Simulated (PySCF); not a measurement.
Vertical excitations of a molecule CH3FO2Si2 from TDA-ωB97X/def2-SVPD in PySCF 2.14.0, as energy in eV (oscillator strength): 4.77 (0.001), 6.45 (0.041), 6.73 (0.023), 6.85 (0.062), 7.06 (0.050), 7.44 (0.144), 7.61 (0.071), 7.75 (0.022), 7.91 (0.057), 8.03 (0.043). Lowest triplet (TDA): 4.14 eV. Geometry: PBE0-D3(BJ)/def2-SVP. The values are those of a single conformer.

Identify the compound among the candidates.
A. O=C1[SiH2]O[Si@@H]1F
B. O=C1O[Si@H](F)[SiH2]1
C. O=C1O[SiH2][Si@H]1F

B, O=C1O[Si@H](F)[SiH2]1
